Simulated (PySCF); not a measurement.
Be(NMe2)(SeH) (C2H7BeNSe), SMILES C[N](C)[Be][SeH]. Geometry optimised at ωB97X-D3(BJ)/def2-SVP. The structure was generated by enumeration; whether it is a known compound was not checked. Other conformers were not sampled.

The numbers are results of ωB97X-D3(BJ)/def2-SVP in PySCF 2.14.0, not measurements.

Harmonic wavenumbers (cm⁻¹): 88, 130, 189, 230, 243, 255, 347, 397, 450, 624, 947, 1095, 1113, 1158, 1177, 1249, 1430, 1443, 1462, 1470, 1472, 1492, 1529, 2489, 3006, 3010, 3070, 3078, 3136, 3137. Rotational constants (GHz): 9.037, 1.015, 0.9309; symmetry number 1.

### Question
Work out the zero-point energy and the ideal-gas rigid-rotor harmonic-oscillator thermochemistry at 298.15 K and 1 atm.

### Answer
ZPE = ½ Σ hcν = ½ × 40915 cm⁻¹ = 244.73 kJ/mol. H − E(el) = 267.19 kJ/mol. Entropy in J/(mol K): translation 169.74, rotation 117.24, vibration 75.61, total 362.60. G − E(el) = 159.09 kJ/mol. Cp = 111.37 J/(mol K). Modes under 150 cm⁻¹ make the vibrational entropy uncertain.
